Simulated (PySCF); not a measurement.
# UHF on Mn (manganese, neutral)

Configuration: [Ar] 3d4 4s2 4p1, one real determinant (an excited configuration). Calculation: PySCF 2.14, in aug-cc-pVTZ-DK; the spin-free X2C one-electron Hamiltonian (Gaussian nucleus).

```
Total energy                                                  : -1157.098981 hartree
One-electron energy                                           : -1588.3447 hartree
Hartree (Coulomb) energy                                      : 482.4222 hartree
Exchange energy                                               : -51.1765 hartree
⟨S²⟩                                                          : 8.8403
⟨L²⟩                                                          : 8.237
Sum of ⟨r⟩                                                    : 23.07 bohr
Sum of ⟨r²⟩                                                   : 50.11 bohr²
Traceless quadrupole moment −½Σ⟨3z² − r²⟩ along its main axis : -6.95 e·bohr²
Langevin diamagnetic susceptibility                           : -39.7 ×10⁻⁶ cm³/mol
```

```tsv
shell	electrons	mean orbital energy (eV)	spread (eV)	rms radius, mean of both spins (bohr)
1s α	1	-6606.2	0	0.0703
1s β	1	-6606.1	0	0.0703
2s α	1	-814.00	0	0.302
2s β	1	-810.82	0	0.302
2p α	3	-687.52	0.051	0.273
2p β	3	-684.31	0.898	0.273
3s α	1	-118.19	0	0.905
3s β	1	-108.72	0	0.905
3p α	3	-80.813	1.356	0.971
3p β	3	-69.353	1.706	0.971
3d α	4	-24.264	1.286	1.19
4s α	1	-10.744	0	3.15
4s β	1	-8.196	0	3.15
4p α	1	-5.464	0	4.08
```

⟨L²⟩ = 8.24 against 12 for a pure F term, so this real determinant mixes terms. ⟨S²⟩ = 8.84 against 8.75 shows spin contamination.

Densities and radii are taken from the X2C orbitals without a picture-change correction, which distorts them close to the nucleus.

Spin-orbit constants ζ (cm⁻¹) from the X2C one-electron operator on these orbitals: bare nucleus, nucleus screened by l(l+1)(2l+1)/3 electrons, and screened by the Breit-Pauli mean field of the electrons.

| shell | bare | screened nucleus | mean field |
| --- | --- | --- | --- |
| 2p | 59400 | 54650 | 52500 |
| 3p | 7245 | 6665 | 6362 |
| 3d | 673.3 | 404.0 | 362.7 |
| 4p | 299.7 | 275.7 | 260.4 |

To first order the Landé constant is A = 65.72 cm⁻¹, so the lowest level has J = 1/2 and lies 0.0815 eV below the centre of the term. This holds in LS coupling only.
